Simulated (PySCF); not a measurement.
Input file for PySCF: R-B3LYP/3-21G on CH6GaNO (SMILES [CH3][Ga]([NH2])[OH]), a point of a torsion scan.

```python
from pyscf import gto, scf, dft, mp
from pyscf.data.elements import chemcore

mol = gto.M(
    atom='''
    C    -1.39160598   -0.90788752    0.18787278
    Ga    0.08181570    0.42749354   -0.21588401
    N     0.07142128    1.74451310   -1.49489122
    O     1.53130410    0.55664208    0.73783289
    H    -1.54464484   -0.97339934    1.26587020
    H    -1.11420716   -1.89574489   -0.18060329
    H    -2.32048575   -0.60409565   -0.28930385
    H    -0.45092756    1.64344455   -2.35649123
    H     0.96517354    2.17834723   -1.69977217
    H     1.83752605    0.11087976    1.52244437
    ''',
    basis='3-21g',
    charge=0, spin=0, verbose=3, max_memory=1800)
mf = dft.RKS(mol, xc='b3lyp')
mf.conv_tol = 1e-8
mf.max_cycle = 100
mf.kernel()
if not mf.converged:
    mf = mf.newton().run(mf.mo_coeff, mf.mo_occ)
```

Output:

```
converged SCF energy = -2086.28821557022
```

The calculation finished and met its thresholds.

Cost: around 9 core-seconds (rough).
